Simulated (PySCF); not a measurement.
C2H4ClFSi2, SMILES Cl[SiH2][Si@H](C#C)F. Geometry optimised at PBE0-D3(BJ)/def2-SVP. The structure was generated by enumeration; whether it is a known compound was not checked. The values are those of a single conformer.

Computed equilibrium geometry at PBE0-D3(BJ)/def2-SVP (PySCF confirms it by a frequency run) as Cartesian coordinates in Å (one conformer of several):
```xyz
10

C      2.8369     0.8301     0.6713
C      1.9157     0.0348     0.6576
Si     0.4679    -1.0742     0.6411
F      0.5735    -2.0853    -0.6300
Si    -1.4549     0.2415     0.3949
Cl    -1.1550     1.4769    -1.2433
H      3.6553     1.5289     0.6811
H      0.4505    -1.9024     1.8787
H     -2.6748    -0.5838     0.1604
H     -1.6565     1.0861     1.6088
```
Charge 0, spin multiplicity 1.
